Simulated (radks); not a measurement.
Dipole-allowed excitations along the series with 47 electrons in [Kr] 4d10 5s1. Calculated with a radial shooting solver on a logarithmic mesh with Libxc functionals: scalar-relativistic Kohn-Sham, exchange-only LDA, spin-polarised, spherical densities, finite nucleus; open shells are filled with parallel spins first (spin-orbit coupling, left out, can overturn this in heavy ions); Fermi nuclear charge, rms radius of each element as measured or else 0.836 A^(1/3) + 0.57 fm. Time-dependent linear response with the Hartree and adiabatic exchange-only LDA kernel, continuum included through the Sternheimer equations, no spin-orbit coupling, so fine structure and intercombination lines are absent. Lines are the poles of the dipole polarisability below minus the highest occupied eigenvalue, found on a grid refined at the orbital gaps; the lowest seven at most are given, and weak or close lines can be missed. The first line takes the name of the lowest orbital gap if no other gap lies below it; otherwise a line is named after a gap within 0.6 % of it, if that gap stands alone.

| species | -e(HOMO) (eV) | lowest orbital gap (eV) | first line (eV) | f | static alpha (bohr^3) | measured (eV) |
|---|---|---|---|---|---|---|
| Ag | 4.239 | 5s-5p 3.632 | 3.673 (5s-5p) | 0.596 | 51.30 | 5s-5p 3.740 |
| Cd+ | 12.908 | 5s-5p 5.644 | 5.874 (5s-5p) | 0.703 | 22.59 | 5s-5p 5.677 |
| In2+ | 23.549 | 5s-5p 7.418 | 7.781 (5s-5p) | 0.737 | 13.32 | - |

Measured values: term averages from the NIST Handbook of Basic Atomic Spectroscopic Data.
